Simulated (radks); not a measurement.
Numerical settings for neutral osmium, [Xe] 4f14 5d6 6s2. Calculated with a radial shooting solver on a logarithmic mesh with Libxc functionals: non-relativistic Kohn-Sham, BLYP, spin-polarised, spherical densities, point nucleus; open shells are filled with parallel spins first (spin-orbit coupling, left out, can overturn this in heavy ions); relativity is left out, which matters for an element this heavy. The defaults (mesh step 0.008 in ln r, mesh end at 40 bohr or more with all orbitals vanishing there, Anderson mixing 0.5 over 9 steps, residual threshold near 1e-9 with the energy settled to 1e-9 hartree or 1e-11 of itself, here a cap of 74 iterations) give E = -16295.1669 hartree and 6s at -4.489 eV in 16 iterations. Run on one thread of a shared host, so times are rough (Intel(R) Xeon(R) 6975P-C): 0.2 s of CPU time, 0.2 s wall, 16 iterations on 2728 mesh points. Changes against that run (0 stands for a change within the tolerance of the run):

| setting | iterations | converged | E (mhartree) | e(6s) (meV) | CPU (s) |
|---|---|---|---|---|---|
| mesh step in ln r 0.005 | 16 | yes | 0 | 0 | 0.37 |
| mesh step in ln r 0.08 | 4 | no | diverged | - | 0.02 |
| mesh step in ln r 0.02 | 16 | yes | +0.000621 | 0 | 0.09 |
| mesh end (bohr) 20 | 16 | yes | 0 | 0 | 0.2 |
| mesh end (bohr) 1 | 74 | no | +3.52e+05 | +1.51e+06 | 2.3 |
| residual threshold 1e-16 | 74 | no | 0 | 0 | 0.56 |
| residual threshold 0.1 | 10 | yes | 0 | -0.937 | 0.17 |
| mixing 0.05 | 22 | yes | 0 | 0 | 0.29 |
| linear mixing, mixing 1 | 74 | no | +1.2e+06 | +4.49e+03 | 4.1 |
| linear mixing, mixing 0.2 | 74 | no | 0 | 0 | 0.71 |
| mixing history 20 | 21 | yes | 0 | 0 | 0.26 |
| iteration cap 3 | 3 | no | +23 | -531 | 0.06 |

No run marked as converged misses the energy by more than 1 mhartree. A mesh that ends early acts as a hard wall.
